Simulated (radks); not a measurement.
Species: Fe2+. Configuration: [Ar] 3d6. Method: Dirac Kohn-Sham, PBE, spin-unpolarised, spherical densities, point nucleus; open shells fill j = l - 1/2 first; computed with a radial shooting solver on a logarithmic mesh with Libxc functionals.

Radial electron density D(r) = 4 pi r^2 rho(r):

| r (bohr) | D(r) (e/bohr) |
|---|---|
| 0.007364 | 5.942 |
| 0.009437 | 8.683 |
| 0.012 | 12.18 |
| 0.01537 | 16.65 |
| 0.01954 | 21.51 |
| 0.02484 | 26.28 |
| 0.03184 | 30.03 |
| 0.04047 | 31.44 |
| 0.05186 | 30.06 |
| 0.06593 | 26.93 |
| 0.08382 | 24.53 |
| 0.1074 | 25.66 |
| 0.1365 | 30.35 |
| 0.175 | 34.65 |
| 0.2224 | 32.84 |
| 0.2828 | 24.49 |
| 0.3624 | 15.51 |
| 0.4606 | 13.06 |
| 0.5903 | 15.69 |
| 0.7504 | 16.46 |
| 0.9616 | 12.51 |
| 1.222 | 7.063 |
| 1.554 | 3.126 |
| 1.991 | 1.121 |
| 2.532 | 0.3518 |
| 3.244 | 0.08011 |
| 4.124 | 0.01210 |

D(r) has 3 maxima, at r = 0.0408, 0.187, 0.693 bohr, and minima at 0.0894, 0.443 bohr, inside which lie 2.12, 10.68 electrons.
